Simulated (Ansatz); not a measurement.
```yaml
crystal:
  periodic: [false, false, false]
  atoms:
    - {symbol: Ge, position_ang: [-0.841111, -1.305962, 1.547777]}
    - {symbol: Ge, position_ang: [1.020787, 0.226405, -0.379771]}
    - {symbol: S, position_ang: [2.540775, 1.094784, -1.531929]}
    - {symbol: S, position_ang: [-1.186248, 1.171198, -1.139520]}
    - {symbol: S, position_ang: [0.327902, -1.932336, -0.389915]}
    - {symbol: S, position_ang: [-2.473995, 0.229102, 0.062118]}
    - {symbol: S, position_ang: [0.611891, 0.516819, 1.831230]}
basis:
  gaussian: {orbitals: def2-TZVPD, initial_orbitals: start.molden}
total_charge: -1
magnetization: {spin_polarized: true, initial_magnetization: 1}
hamiltonian: {xc: pbe0, dispersion: d4}
scf: {omitted_lower_state_checks: [starts]}
output: {orbitals: {seedname: orbitals}}
```

The file start.molden holds the orbitals of an earlier run on this structure, at another level or in another basis.

```sh
$ ansatz run in.yaml --threads 4 --pin off --events-out ev --progress --plain --max-ram 4787MiB
```

**Question.** Does this run fit into the memory that it is given?

**Answer.** No. It has 338 basis functions, and Ansatz plans for 5.22 GiB where 4.67 GiB are given.
